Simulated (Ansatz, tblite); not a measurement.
Forces on Ta3Se12 at its PBE-D4/def2-SVP geometry. Charge 0, multiplicity 2.

In the def2 sets Ta takes a core potential; there is no spin–orbit coupling. The xTB rows come from tblite. Single mean-field runs in def2-SVP are fitted with def2-universal-jkfit.

GFN1-xTB (tblite), largest force 1.45 eV/Å:

```xyz
15
positions Å, forces eV/Å
Ta    1.361   -0.280   -1.471   -0.029   -0.074    0.202
Ta   -1.009   -2.077    0.268    0.002    0.821   -0.525
Ta   -0.276    1.475    1.295    0.009   -0.172   -0.136
Se    3.324   -0.752   -0.089   -1.433    0.028    0.212
Se    2.086    0.314   -3.597   -0.255   -0.241    0.770
Se    1.239   -0.843    1.367   -0.141    0.282   -0.604
Se    1.359    2.387   -0.825    0.091   -0.306    1.219
Se    0.432   -2.595   -1.765   -0.097    0.506    0.607
Se   -1.525    0.445   -1.655   -0.661    0.063    0.861
Se   -1.437   -0.544    2.320    0.964    0.107   -0.704
Se   -2.119    2.298   -0.230    0.612   -1.076   -0.298
Se   -1.696   -4.140    1.026    0.253    0.406   -0.118
Se   -3.028   -1.317   -1.008    1.173    0.541    0.100
Se   -0.804    3.019    2.983    0.308   -0.599   -0.644
Se    2.094    2.611    1.381   -0.797   -0.287   -0.943
```

PBE-D4/def2-SVP (Ansatz), largest force 0.04 eV/Å:

```
Ta -0.013 0.001 0.027
Ta 0.009 0.013 -0.032
Ta 0.003 0.019 -0.022
Se -0.008 -0.003 0.002
Se 0.013 0.003 -0.014
Se -0.015 -0.004 0.012
Se -0.008 0.001 -0.010
Se -0.009 0.009 0.003
Se -0.002 -0.007 0.005
Se 0.019 -0.003 0.007
Se 0.009 -0.006 -0.004
Se 0.005 -0.012 0.011
Se -0.005 0.001 0.000
Se 0.007 -0.009 0.001
Se -0.005 -0.005 0.011
```

r2SCANh-D4/def2-SVP (Ansatz), largest force 0.62 eV/Å:

```
Ta 0.376 -0.026 -0.490
Ta -0.181 -0.472 0.101
Ta -0.129 0.198 0.191
Se -0.358 0.010 0.035
Se -0.131 -0.149 0.443
Se 0.102 0.029 -0.187
Se 0.067 -0.019 0.385
Se -0.047 0.240 0.180
Se -0.268 0.025 0.285
Se 0.123 0.088 -0.155
Se 0.139 -0.315 -0.101
Se 0.150 0.436 -0.144
Se 0.265 0.200 -0.042
Se 0.142 -0.199 -0.226
Se -0.248 -0.044 -0.275
```
